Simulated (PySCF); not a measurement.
## Radial density of Si (silicon, neutral)

UHF, [Ne] 3s2 3p1 4s1, 4s spin antiparallel (an excited configuration). All numbers are calculated (PySCF 2.14, the spin-free X2C one-electron Hamiltonian (Gaussian nucleus), in x2c-QZVPPall with one added diffuse shell each of s, p, d, f type (10s7p5d3f1g, 86 functions)).

| r (bohr) | 4πr²ρ (e/bohr) | 4πr²(ρα − ρβ) |
| --- | --- | --- |
| 0.00224 | 0.1186 | 0.0000 |
| 0.00377 | 0.3130 | -0.0001 |
| 0.00635 | 0.8041 | -0.0003 |
| 0.0107 | 1.973 | -0.0006 |
| 0.0180 | 4.477 | -0.0014 |
| 0.0302 | 8.892 | -0.0025 |
| 0.0508 | 14.11 | -0.0022 |
| 0.0855 | 15.61 | 0.0059 |
| 0.144 | 11.18 | 0.0324 |
| 0.242 | 10.48 | 0.0692 |
| 0.407 | 14.43 | 0.0582 |
| 0.684 | 8.210 | -0.0044 |
| 1.15 | 1.873 | 0.1147 |
| 1.94 | 1.603 | 0.4305 |
| 3.26 | 0.5279 | 0.2112 |
| 5.48 | 0.2395 | -0.2055 |
| 9.21 | 0.05857 | -0.0585 |
| 15.5 | 2.370e-05 | 0.0000 |

Densities and radii are taken from the X2C orbitals without a picture-change correction, which distorts them close to the nucleus.

The outer electron is Rydberg-like, and this basis confines it to a smaller radius and binds it less than a complete one would. With the s spin flipped the determinant is a mixture of two multiplicities, not a spectroscopic state.
